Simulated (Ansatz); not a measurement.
Frontier orbitals of C2H4AlNS (`[NH2][Al]1[CH]=[C]1S`).

```tsv
atom	x (Å)	y (Å)	z (Å)
N1	0.4964	1.5239	1.7208
Al2	0.2981	0.1878	0.6013
C3	0.4507	-1.4860	-0.1436
C4	-0.3257	-0.6674	-0.9314
S5	-1.0922	-1.0714	-2.4299
H6	0.0922	2.4376	1.6009
H7	1.0305	1.4822	2.5727
H8	0.7164	-2.5251	-0.3254
H9	-1.6664	0.1183	-2.6653
```

Total charge 0; spin multiplicity 1. The structure was optimised at the PBE0-D4/def2-TZVP level. It is one conformer, not always the lowest. Basis def2-TZVPP, Ansatz 0.2.0.

```csv
functional,HOMO (eV),LUMO (eV),gap (eV)
PBE,-5.36,-1.60,3.76
r2SCAN,-5.56,-1.20,4.36
PBE0,-6.41,-0.79,5.62
LC-ωPBE,-8.96,1.29,10.25
ωB97X-V,-8.60,1.10,9.70
ωB97M-V,-8.47,0.77,9.24
```

A quarter of exact exchange (PBE0) shifts PBE's HOMO by −1.05 eV and its LUMO by +0.81 eV; full exchange at long range (ωB97M-V) shifts them by −3.10 and +2.37 eV. The gap opens from 3.76 to 9.23 eV, since occupied levels lose self-interaction and empty ones feel all the electrons. A positive LUMO is unbound and depends on the basis.

LC-ωPBE has ω = 0.4 bohr⁻¹.
